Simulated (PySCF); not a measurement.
Isomers of C4H12GeO. Computed, not measured: PySCF 2.14.0, density-fitted response routines, TDDFT wB97X-D/def2-SVPD, vertical, gas phase, core orbitals frozen in the response. Geometries: PBE0-D3(BJ)/def2-SVP; one conformer of each isolated species. Triplets are in the Tamm–Dancoff approximation. 'Strongest' means the level of largest summed f among the lowest 10 singlets; it needn't be the same kind of state in each. Relativistic effects are left out although some hold elements past zinc.

Question: Rank by computed lowest singlet excitation energy, lowest first.
A. `COC[C@H](C)[GeH3]`
B. `[CH2](C)[Ge@H]([CH3])[O]C`
C. `CCCC[O][GeH3]`
D. `CC(C)(C)[O][GeH3]`

Answer: C (6.74 eV), D (6.90 eV), B (7.11 eV), A (7.39 eV).

```
                 SMILES  S1 (eV)  first f ≥ 0.01 (nm)  f (strongest)  α (au)  T1 (eV)    S1 mainly
          CCCC[O][GeH3]     6.74                  165           0.15    85.8     6.44    H→L (59%)
      CC(C)(C)[O][GeH3]     6.90                  163           0.08    84.3     6.55  H→L+1 (60%)
C[CH2][Ge@H]([CH3])[O]C     7.11                  164           0.10    83.6     6.84  H→L+1 (49%)
      COC[C@H](C)[GeH3]     7.39                  168           0.33    87.3     7.30    H→L (60%)
```

H and L stand for HOMO and LUMO.

Without π bonds the low states are Rydberg-like; a valence basis with one diffuse set may place them up to an eV too high.
